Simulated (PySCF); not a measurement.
C2H5AlB (calculated)

All values are calculated (PySCF 2.14.0). Calculation on a computer-drawn molecule: the log of a Hartree-Fock and frozen-core CCSD(T) single point meant for a local Hartree-Fock minimum, with one planted fault or none, to be diagnosed. Offsets are logged minus clean, where the clean run is the same molecule without the fault. The reference is restricted for singlets and unrestricted otherwise, and also for a bond in bohr or an excited solution. Adding or removing an electron swaps singlet and doublet. The excited solution moves the top pair (singlet) or top alpha electron (doublet) to the lowest empty orbital. Highest occupied and lowest empty are orbital energies over both spins, largest force is the largest gradient component, triples share is (T) over the correlation energy, the T1 limit is 0.02 restricted and 0.045 unrestricted, electrons count all cores, a negative frequency is imaginary (commonest isotopes), and the dipole is about the centre of nuclear charge.

Entry: C2H5AlB

Logged structure:
```xyz
9
C2H5AlB
B     -1.7856    -0.8866     1.3697
C     -0.6255    -0.6885     0.6263
C     -0.2871    -1.2161    -0.7914
Al     0.5806     0.3585     1.5810
H     -2.7178    -0.9928     2.0760
H      0.5983    -1.8498    -0.7743
H     -0.1180    -0.3946    -1.4860
H     -1.1141    -1.8101    -1.1732
H      1.6040     1.2255     2.3476
```

* meant charge: 1
* meant multiplicity: 1
* meant basis: cc-pV(D+d)Z
* logged electrons: 34
* logged basis functions: 90
* logged SCF converged: yes
* logged spin squared: 0
* logged highest occupied: -10.482 eV
* logged lowest empty: -8.0194 eV
* logged largest force: 0.20069 hartree/bohr
* logged CC converged: no
* logged dipole magnitude: 1.3388 debye
* logged SCF stable within its kind: no
* logged energy HF: -344.65329 hartree
* possible faults: no fault, one electron removed, one electron added, multiplicity raised by two, geometry at a saddle point, SCF held on an excited solution, minimal basis STO-3G, one bond length entered in bohr, all coordinates scaled

Drawn bonds:
```
atom  other atom  order
   1           2      2
   2           3      1
   2           4      1
   1           5      1
   3           6      1
   3           7      1
   3           8      1
   4           9      1
```

Notes: CCSD not converged.

Questions
1. Give the missing planted fault for C2H5AlB.

## Answers
1. SCF held on an excited solution

Further results for C2H5AlB:

* HF energy offset from clean run: 182.9 kcal/mol
